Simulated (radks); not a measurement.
Results of a calculation; reference values are marked as such.
Ni XVII, 12 electrons, occupied as [Ne] 3s1.75 4f0.25 (fractional occupations, a model configuration).

Level of theory: non-relativistic Kohn-Sham, AM05, spin-polarised, spherical densities, point nucleus; open shells are filled with parallel spins first (a radial shooting solver on a logarithmic mesh with Libxc functionals).

Energy parts (eV):
| part | energy |
|---|---|
| total | -37441.968 |
| kinetic | 37419.216 |
| electron-nucleus | -81719.883 |
| Hartree | 8047.355 |
| exchange-correlation | -1188.656 |

Orbitals (lengths in bohr, moments of r in powers of bohr):
orbital  occ.  eigenvalue (eV)     <r^2>
1s up       1        -8683.598  0.004036
1s down     1        -8683.339  0.004036
2s up       1        -1509.769   0.07059
2s down     1        -1509.508   0.07056
2p up       3        -1393.742   0.05540
2p down     3        -1393.492   0.05537
3s up       1        -552.0445    0.4398
3s down  0.75        -549.6859    0.4393
3p up       0        -515.0607    0.4268
3p down     0        -512.8071    0.4261
4s up       0        -281.8151     1.581
4s down     0        -280.3825     1.590
4f up    0.25        -236.0356     1.197
4f down     0        -233.9572     1.210

The highest occupied level is 4f up at -236.04 eV. The configuration is held as typed, so some empty levels lie below it. Virial ratio -V/T = 2.00061. The electron density at the nucleus is 1.5e+04 e/bohr^3. Summed over all electrons, <r^2> = 1.550 bohr^2, which gives a Langevin (diamagnetic) susceptibility term of -1.23 x 10^-6 cm^3/mol. Spin moment in Bohr magnetons: 0.5. The density falls to 0.001 e/bohr^3 at r = 1.76 bohr.
